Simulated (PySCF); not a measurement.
**GaS: from constants to spectrum**

PBE0 constants of GaS, ²Σ⁺ (doublet), unpaired electrons σ ↑ (basis Ga cc-pVTZ-PP with ECP10, S cc-pV(T+d)Z; scalar-relativistic core potentials; PySCF 2.14; masses 68.9256 and 31.9721 u):

```
ωe           : 457.4 cm⁻¹
ωexe         : 2.51 cm⁻¹
Be           : 0.17986 cm⁻¹
αe           : 0.00115 cm⁻¹
De to Ga + S : 3.66 eV
```

Question: What force constant and bond length do these constants imply?

Answer: Reduced mass μred = 21.841 u; k = 5.8918×10⁻⁷·μred·ωe² (u, cm⁻¹, mdyn/Å) = 2.69 mdyn/Å; Re = √(16.8576/(μred·Be)) (u, cm⁻¹, Å) = 2.072 Å.

Question: Estimate the centrifugal constant D from the Kratzer relation and find the Dunham coefficient a1.

Answer: D = 4Be³/ωe² = 1.11e-07 cm⁻¹; a1 = −1 − αeωe/(6Be²) = -3.71.

Spin–orbit coupling is left out. The state was picked by a PBE0 search and need not be the measured ground state.
